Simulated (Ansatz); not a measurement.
Mulliken charges of CH$_{5}$BN$_{2}$, SMILES `N=CBN` from B3LYP/def2-TZVPP in Ansatz (PBE0-D4/def2-TZVP geometry).

```tsv
atom	x (Å)	y (Å)	z (Å)	charge (e)
N1	0.017	1.277	-1.640	-0.233
C2	-0.198	0.789	-0.484	-0.094
B3	0.361	-0.627	-0.093	0.058
N4	0.103	-1.124	1.177	-0.250
H5	-0.410	2.201	-1.740	0.136
H6	-0.783	1.354	0.265	0.052
H7	1.000	-1.275	-0.866	0.010
H8	0.428	-2.020	1.495	0.172
H9	-0.430	-0.621	1.869	0.149
```

Problem. By hand: the dipole of these point charges (1 e Å = 4.8032 D).

Solution. Σ q r = (-0.067, -0.210, 0.432) e Å, of length 0.485 e Å = 2.33 D.

Problem. How does the dipole of the full density compare? (Estimate.)

Solution. Ansatz gave: (-0.254, -0.034, 0.675) e Å, 3.47 D; the point charges give 0.67 times that, at 26° from its direction.

Point charges leave out the atoms' own dipoles, such as those of lone pairs, and Mulliken's split depends on the basis, so the two needn't agree.

B3LYP here is the variant with VWN-RPA as its local correlation; programs differ in this.
